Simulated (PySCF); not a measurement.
Zero-point energy (kcal/mol) of eight silicon and germanium compounds: PBE-D3(BJ) beside ωB97X-D3(BJ), computed with PySCF for isolated molecules in the bases named; differences from unrounded values. The eight are the first of their class met in an unordered collection, after screening for sound electronic states; none was chosen by its value. Each level has its own optimised geometry.

```csv
molecule,basis,ωB97X-D3(BJ)
"C₄H₇FSi, SMILES C=C/C=C(\F)[SiH3]",def2-SVP,59.05
"C₃H₉FSi₂, SMILES F[SiH2]C1([SiH3])CC1",def2-SVP,68.04
"C3H8FNSi, SMILES C=C[Si@H](F)NC",def2-SVP,69.35
"CH3F3OSi, SMILES O[Si](F)(F)CF",def2-SVP,32.11
"Ge(H)2(Br)(Me) (CH5BrGe), SMILES [Br][GeH2][CH3]",def2-SVP,33.88
"Si(CF3)(Cl)2(H) (CHCl2F3Si), SMILES FC(F)(F)[SiH](Cl)Cl",def2-SVP,17.31
"CH₁₃NSi₄, SMILES N[Si@@H](C[SiH3])[SiH2][SiH3]",def2-SVP,82.01
"C2H8OSi2, SMILES [SiH3]O[SiH2]C=C",def2-SVP,56.95
```

Q: Estimate the PBE-D3(BJ) values and say how PBE-D3(BJ) differs from ωB97X-D3(BJ) over the set. (The exact figures need the calculation; the answer reports its results.)

A: 
| molecule | PBE-D3(BJ) | difference |
|---|---|---|
| C₄H₇FSi, SMILES C=C/C=C(\F)[SiH3] | 56.54 | -2.51 |
| C₃H₉FSi₂, SMILES F[SiH2]C1([SiH3])CC1 | 64.98 | -3.06 |
| C3H8FNSi, SMILES C=C[Si@H](F)NC | 66.56 | -2.79 |
| CH3F3OSi, SMILES O[Si](F)(F)CF | 30.82 | -1.29 |
| Ge(H)2(Br)(Me) (CH5BrGe), SMILES [Br][GeH2][CH3] | 32.39 | -1.50 |
| Si(CF3)(Cl)2(H) (CHCl2F3Si), SMILES FC(F)(F)[SiH](Cl)Cl | 16.30 | -1.02 |
| CH₁₃NSi₄, SMILES N[Si@@H](C[SiH3])[SiH2][SiH3] | 78.53 | -3.47 |
| C2H8OSi2, SMILES [SiH3]O[SiH2]C=C | 54.42 | -2.53 |
PBE-D3(BJ) lies below ωB97X-D3(BJ) in 8 and above it in 0 of the eight; the mean signed difference is -2.27 and the largest -3.47 kcal/mol.
